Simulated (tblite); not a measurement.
Species: C₇H₁₃ClO₂.
Numbering: `[CH3:1][O:2][C@@:3]([CH3:4])([C:5](=[O:6])[Cl:7])[CH:8]([CH3:9])[CH3:10]` (hydrogens: H11, H12, H13 on C1; H14, H15, H16 on C4; H17 on C8; H18, H19, H20 on C9; H21, H22, H23 on C10)

A start from a force field or distance geometry was refined with GFN2-xTB geometry optimisation, gas phase (tblite). Values at the start:

```json
{"coordinate": "C1–O2", "start": "1.368 Å"}
{"coordinate": "C1–H11", "start": "1.090 Å"}
{"coordinate": "O2–C3", "start": "1.396 Å"}
{"coordinate": "C3–C4", "start": "1.484 Å"}
{"coordinate": "C3–C5", "start": "1.461 Å"}
{"coordinate": "C3–C8", "start": "1.542 Å"}
{"coordinate": "C4–H14", "start": "1.128 Å"}
{"coordinate": "C5=O6", "start": "1.240 Å"}
{"coordinate": "C5–Cl7", "start": "1.754 Å"}
{"coordinate": "C8–C9", "start": "1.508 Å"}
{"coordinate": "C8–C10", "start": "1.491 Å"}
{"coordinate": "C8–H17", "start": "1.107 Å"}
{"coordinate": "C9–H18", "start": "1.124 Å"}
{"coordinate": "C10–H21", "start": "1.130 Å"}
{"coordinate": "C1–O2–C3", "start": "113.7°"}
{"coordinate": "O2–C3–C4", "start": "110.1°"}
{"coordinate": "O2–C3–C8", "start": "109.8°"}
{"coordinate": "C3–C5–O6", "start": "117.4°"}
{"coordinate": "C3–C5–Cl7", "start": "127.3°"}
{"coordinate": "C4–C3–C8", "start": "111.1°"}
{"coordinate": "C5–C3–C8", "start": "105.4°"}
{"coordinate": "O6–C5–Cl7", "start": "115.4°"}
{"coordinate": "C1–O2–C3–C4", "start": "-54°"}
{"coordinate": "O2–C3–C5–O6", "start": "-175°"}
{"coordinate": "O2–C3–C8–C9", "start": "61°"}
```

Question: How do these coordinates change at the GFN2-xTB level?

Answer: 
| coordinate | GFN2-xTB (Å or °) | change |
| --- | --- | --- |
| C3–C5 | 1.525 | +0.064 |
| C5=O6 | 1.186 | -0.054 |
| C3–C4 | 1.532 | +0.048 |
| C10–H21 | 1.087 | -0.043 |
| C1–O2 | 1.410 | +0.042 |
| C4–H14 | 1.086 | -0.042 |
| C9–H18 | 1.086 | -0.038 |
| C8–C10 | 1.525 | +0.034 |
| O2–C3 | 1.415 | +0.019 |
| C8–C9 | 1.526 | +0.018 |
| C3–C8 | 1.557 | +0.015 |
| C8–H17 | 1.095 | -0.012 |
| C5–Cl7 | 1.762 | +0.008 |
| C1–H11 | 1.095 | +0.005 |
| C3–C5–Cl7 | 112.2 | -15.1 |
| C3–C5–O6 | 127.7 | +10.3 |
| O2–C3–C8 | 104.4 | -5.4 |
| O6–C5–Cl7 | 120.1 | +4.7 |
| O2–C3–C4 | 113.0 | +2.9 |
| C1–O2–C3 | 116.4 | +2.7 |
| C4–C3–C8 | 113.3 | +2.2 |
| C5–C3–C8 | 107.4 | +2.0 |
| O2–C3–C5–O6 | -138 | +37 |
| O2–C3–C8–C9 | 68 | +7 |
| C1–O2–C3–C4 | -56 | -2 |

The energy falls by 28.8 kcal/mol over 106 L-BFGS steps, the largest force on an atom goes from 5.14 to 0.008 eV/Å, and the atoms move by 0.488 Å rms after alignment. The bond that changes most is C3–C5 (sp3 carbon bound to oxygen to acyl halide carbon), which lengthens by 0.064 Å. Bonds longer at the end by more than 0.005 Å: 8 of 22; shorter: 12. Among the dihedrals that turn most is H17–C8–C9–H19, from -112° to -173°. Rotational constants go from 1542, 989.6, 765.5 to 1326, 1014, 847.0 MHz.

Its GFN2-xTB frequencies are all real (lowest 52 cm⁻¹). One conformer, not necessarily the lowest.

All values are computed, not measured.
